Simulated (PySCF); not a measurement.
# [OsO3Cl3]−: from a saddle point downhill

PySCF 2.14.0, RKS B3LYP, Os def2-SVP with ECP60, O def2-SVP, Cl def2-SVP; non-relativistic Hamiltonian with scalar-relativistic core potentials where named; density fitting; no spin-orbit coupling. Relaxed within the symmetry of its start, the geometry (C2v) is

```xyz
7

Os    0.2139    0.0000    0.0000
O    -0.1013    0.0000    1.7138
O    -0.1013    0.0000   -1.7138
O     1.9392    0.0000    0.0000
Cl    0.1712    2.4209    0.0000
Cl   -2.3106    0.0000    0.0000
Cl    0.1712   -2.4209    0.0000
```

and its lowest harmonic modes are -122, 125, 141, 168, 226, 230 cm⁻¹ (negative: unstable). It was moved along the lowest mode and relaxed again, within the group Cs that the move left.

Task: Where does it end, and how much lower?

Result: In Cs, 0.104 eV lower, after 9 steps:
```xyz
7

Os    0.1879    0.0385    0.0000
O    -0.1727    0.3340    1.6702
O    -0.1727    0.3340   -1.6702
O     1.8822   -0.2618    0.0000
Cl    0.4149    2.4928    0.0000
Cl   -2.2900   -0.4092    0.0000
Cl    0.1326   -2.4066    0.0000
```

Task: How do the contacts change?

Result: 
```
     contact  saddle (Å)  end (Å)
  Os1–O2 (O)       1.742    1.734
  Os1–O3 (O)       1.742    1.734
  Os1–O4 (O)       1.725    1.721
Os1–Cl5 (Cl)       2.421    2.465
Os1–Cl6 (Cl)       2.524    2.518
Os1–Cl7 (Cl)       2.421    2.446
```


Task: Is the end a minimum?

Result: Yes; lowest modes 66, 114, 157, 207, 224, 234 cm⁻¹.

State: singlet.
